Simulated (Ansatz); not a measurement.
```xyz
4

Si    0.0000    0.0000    0.0731
H     1.3105    0.0000   -0.3412
H    -0.6552    1.1349   -0.3412
H    -0.6552   -1.1349   -0.3412
```

Basis set: 6-31G* (spherical functions). Frozen core: 5 orbitals. Charge 0, multiplicity 2.

Computed with Ansatz (development build ahead of 0.2.0); each method stands on the lowest determinant of its kind that the runs found.

(1) Give the atomization energy at this shape (free ground-state atoms in the same class of orbitals less the molecule, no zero-point energy) of doublet SiH₃ by UHF-MP2, UHF.

Answers

(1)

| method | atomization energy |
| --- | --- |
| UHF-MP2 | 7.96 eV |
| UHF | 7.24 eV |

Caution: the shape is not the minimum.
